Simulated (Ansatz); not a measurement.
A nudged elastic band was laid between two geometries of ClH + H6SiSn (10 atoms, charge 0, multiplicity 1).

Method: RKS B3LYP-D4/def2-SVP (Ansatz 0.2.0).

```json
{
 "movable images": "9",
 "climbing image": "yes",
 "spring": "5.0 eV/Å²",
 "optimiser": "quadratic models (default)",
 "start path": "through a guess of the saddle point",
 "force threshold": "0.03 eV/Å",
 "iteration limit": "21",
 "end points": "relaxed"
}
```

Initial state:

```xyz
10
Properties=species:S:1:pos:R:3
Sn -1.102 0.649 -0.771
Si 0.168 -1.429 0.107
H -0.091 1.623 -1.757
H -1.721 1.584 0.528
H -2.430 0.107 -1.727
H 2.009 0.875 1.478
Cl 1.868 2.142 1.264
H 1.274 -1.027 1.032
H 0.775 -2.196 -1.019
H -0.749 -2.329 0.866
```

Final state:

```xyz
10
Properties=species:S:1:pos:R:3
Sn -1.042 1.859 -0.772
Si 0.894 -1.906 0.680
H -0.921 2.586 -2.319
H -2.395 2.419 0.117
H -0.980 0.149 -0.854
H 1.297 -0.524 1.055
Cl 0.886 2.537 0.440
H 1.767 -2.898 1.370
H 1.019 -2.082 -0.796
H -0.525 -2.140 1.078
```

**Question.** Which bonds break or form, and what moves?

**Answer.** Bonds broken: Sn1–Si2, H6–Cl7. Bonds formed: Sn1–Cl7, Si2–H6. ClH + H6SiSn becomes ClH3Sn + H4Si.

**Question.** Give the energies along the band, and the barrier.

**Answer.** The run converged. The highest image is number 5 of 0 to 10, 37.3 kcal/mol above the first end and 51.7 kcal/mol above the last; the last end lies 14.5 kcal/mol below the first. A vibrational analysis at the climbing image gives one clearly imaginary mode, 1083i cm⁻¹: a first-order saddle point. The orbitals stay closed-shell, which can raise the energy where a bond breaks towards radicals; this wasn't checked here.

```json
{"image": "0", "path coordinate (Å)": "0.00", "energy (kcal/mol)": "0.0", "Sn1–Si2 (Å)": "2.59", "H6–Cl7 (Å)": "1.29", "Sn1–Cl7 (Å)": "3.90"}
{"image": "1", "path coordinate (Å)": "0.50", "energy (kcal/mol)": "0.6", "Sn1–Si2 (Å)": "2.59", "H6–Cl7 (Å)": "1.29", "Sn1–Cl7 (Å)": "3.77"}
{"image": "2", "path coordinate (Å)": "1.00", "energy (kcal/mol)": "3.4", "Sn1–Si2 (Å)": "2.60", "H6–Cl7 (Å)": "1.29", "Sn1–Cl7 (Å)": "3.61"}
{"image": "3", "path coordinate (Å)": "1.51", "energy (kcal/mol)": "9.5", "Sn1–Si2 (Å)": "2.65", "H6–Cl7 (Å)": "1.31", "Sn1–Cl7 (Å)": "3.37"}
{"image": "4", "path coordinate (Å)": "2.01", "energy (kcal/mol)": "22.2", "Sn1–Si2 (Å)": "2.76", "H6–Cl7 (Å)": "1.37", "Sn1–Cl7 (Å)": "3.07"}
{"image": "5", "path coordinate (Å)": "2.51", "energy (kcal/mol)": "37.3", "Sn1–Si2 (Å)": "2.92", "H6–Cl7 (Å)": "1.71", "Sn1–Cl7 (Å)": "2.84"}
{"image": "6", "path coordinate (Å)": "3.13", "energy (kcal/mol)": "16.6", "Sn1–Si2 (Å)": "3.21", "H6–Cl7 (Å)": "2.13", "Sn1–Cl7 (Å)": "2.55"}
{"image": "7", "path coordinate (Å)": "3.76", "energy (kcal/mol)": "0.2", "Sn1–Si2 (Å)": "3.55", "H6–Cl7 (Å)": "2.34", "Sn1–Cl7 (Å)": "2.42"}
{"image": "8", "path coordinate (Å)": "4.38", "energy (kcal/mol)": "-9.3", "Sn1–Si2 (Å)": "3.88", "H6–Cl7 (Å)": "2.50", "Sn1–Cl7 (Å)": "2.39"}
{"image": "9", "path coordinate (Å)": "5.01", "energy (kcal/mol)": "-13.6", "Sn1–Si2 (Å)": "4.20", "H6–Cl7 (Å)": "2.76", "Sn1–Cl7 (Å)": "2.38"}
{"image": "10", "path coordinate (Å)": "5.63", "energy (kcal/mol)": "-14.5", "Sn1–Si2 (Å)": "4.48", "H6–Cl7 (Å)": "3.15", "Sn1–Cl7 (Å)": "2.38"}
```

**Question.** What is the geometry of the highest image?

**Answer.** 
```xyz
10
Properties=species:S:1:pos:R:3:forces:R:3
Sn -0.795 1.077 -0.570 0.00 -0.01 0.00
Si 0.504 -1.371 0.363 0.00 0.01 0.00
H -0.079 1.960 -1.841 0.01 0.00 0.00
H -1.798 1.865 0.562 0.00 0.00 0.00
H -1.700 -0.235 -1.280 0.00 0.00 0.00
H 0.808 0.357 0.591 0.00 -0.01 -0.01
Cl 1.423 1.892 1.010 0.00 0.00 0.00
H 1.654 -1.712 1.250 0.00 0.00 0.00
H 0.740 -1.902 -1.009 0.00 0.00 0.00
H -0.757 -1.931 0.924 0.00 0.00 0.00
```

**Question.** What are the harmonic wavenumbers there?

**Answer.** 1083i, 81, 138, 146, 227, 284, 316, 450, 453, 537, 648, 727, 737, 800, 860, 924, 942, 1138, 1808, 1935, 1966, 2215, 2234, 2239 cm⁻¹.

The run took 14 min on 2 threads of AMD EPYC 7571, on a shared host, peak memory 0.26 GiB.
